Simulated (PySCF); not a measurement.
System: C₄F₅, charge 1, multiplicity 1. SMILES of the parent species: FC1=C(F)C([C]1F)(F)F
Structure (B3LYP-D3(BJ)/def2-TZVP (Ansatz) minimum search):
```xyz
9

F     -0.0963     2.2216     0.4439
C      0.0565     1.0013     0.1822
C      1.1627     0.2208    -0.1650
F      2.4065     0.4571    -0.3415
C      0.3617    -0.9218    -0.2416
F      0.5936    -2.1272    -0.5145
C     -0.9323    -0.1771     0.1323
F     -1.4804    -0.5189     1.2889
F     -1.8558    -0.1147    -0.8155
```
Charge +1, spin multiplicity 1.

Dispersion corrections to the total energy (kcal/mol) from the dftd3 and dftd4 libraries through PySCF: D3(BJ) without and D4 with the three-body term, each with the damping fitted for the functional named.

| functional | D3(BJ) | D4 |
|---|---|---|
| TPSS | (withheld) | -6.11 |
| B2PLYP | (withheld) | -3.15 |
| B3LYP | -7.14 | (withheld) |
| HF | -33.82 | -16.93 |
| BLYP | -8.78 | -10.12 |
| CAM-B3LYP | -3.10 | -3.75 |
| PBE | -4.12 | -4.50 |

**Question.** Complete the blanks.

**Answer.** 
- TPSS, D3(BJ): -5.17
- B2PLYP, D3(BJ): -3.25
- B3LYP, D4: -7.20
